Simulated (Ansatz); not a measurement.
The cluster SrS2⁻, relaxed as a doublet with UKS r2SCAN-D4/def2-TZVPD in Ansatz, starting from the GFN1-xTB geometry. Force threshold 0.02 eV/Å.

In the def2 sets Sr takes a core potential; there is no spin–orbit coupling. The relaxation made no stability test and no search for a lower SCF solution. The structure comes from a short search, and lower isomers may exist.

Start:

```xyz
3

Sr   -0.2104   -0.3669   -0.6416
S    -2.0270    0.1311    1.0475
S     2.2374    0.2358   -0.4060
```

| step | energy (eV) | largest force component (eV/Å) | SCF passes |
| --- | --- | --- | --- |
| 1 | -22508.5852 | 0.818 | 21 |
| 2 | -22508.7570 | 0.461 | 39 |
| 3 | -22508.8681 | 0.364 | 41 |
| 4 | -22508.9389 | 0.180 | 37 |
| 5 | -22508.9693 | 0.037 | 35 |
| 6 | -22508.9711 | 0.008 | 28 |

Force components are those of the run's own axes.

End:

```xyz
3

Sr   -0.004   -0.007   -0.013
S    -2.460   -0.057    0.846
S     2.465    0.064   -0.833
```

By distances, no bond broke or formed. The bond that changes most is Sr1–S2, from 2.53 to 2.60 Å (atoms count from 1).

No frequencies were taken in this run, so the end may be a saddle point.

Run time 16 s (4 threads of Arm Neoverse V2 on a shared host).
